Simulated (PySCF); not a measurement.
Computed IR spectrum (relative IR intensity) of a molecule C₃H₆O₂Si. Coordinates come from a B3LYP-D3(BJ)/def2-SVP optimisation. The values are those of a single conformer. All values below come from B3LYP-D3(BJ)/def2-SVP in PySCF. Frequencies are harmonic and unscaled.

Lines under 2 % of the strongest are left out, and lines within 2 cm⁻¹ are merged.

```json
[
 {"ν (cm⁻¹)": "59", "relative intensity": "2.1"},
 {"ν (cm⁻¹)": "278", "relative intensity": "18"},
 {"ν (cm⁻¹)": "328", "relative intensity": "31"},
 {"ν (cm⁻¹)": "483", "relative intensity": "19"},
 {"ν (cm⁻¹)": "568", "relative intensity": "15"},
 {"ν (cm⁻¹)": "702", "relative intensity": "14"},
 {"ν (cm⁻¹)": "715", "relative intensity": "14"},
 {"ν (cm⁻¹)": "801", "relative intensity": "17"},
 {"ν (cm⁻¹)": "842", "relative intensity": "36"},
 {"ν (cm⁻¹)": "868", "relative intensity": "6.7"},
 {"ν (cm⁻¹)": "903", "relative intensity": "25"},
 {"ν (cm⁻¹)": "912", "relative intensity": "100"},
 {"ν (cm⁻¹)": "940", "relative intensity": "7.8"},
 {"ν (cm⁻¹)": "961", "relative intensity": "30"},
 {"ν (cm⁻¹)": "968", "relative intensity": "15"},
 {"ν (cm⁻¹)": "1053", "relative intensity": "22"},
 {"ν (cm⁻¹)": "1171", "relative intensity": "3.2"},
 {"ν (cm⁻¹)": "1221", "relative intensity": "10"},
 {"ν (cm⁻¹)": "1298", "relative intensity": "4.4"},
 {"ν (cm⁻¹)": "1617", "relative intensity": "4.2"},
 {"ν (cm⁻¹)": "2227", "relative intensity": "39"},
 {"ν (cm⁻¹)": "2254", "relative intensity": "47"},
 {"ν (cm⁻¹)": "3077", "relative intensity": "3.7"},
 {"ν (cm⁻¹)": "3860", "relative intensity": "31"}
]
```

Pick the molecule that these values belong to.
(A) O=C1C[SiH](O)C1
(B) C=C1O[SiH](C)O1
(C) O[SiH2][C@@H]1C=CO1
(D) OC[Si@@H]1C=CO1

C, O[SiH2][C@@H]1C=CO1
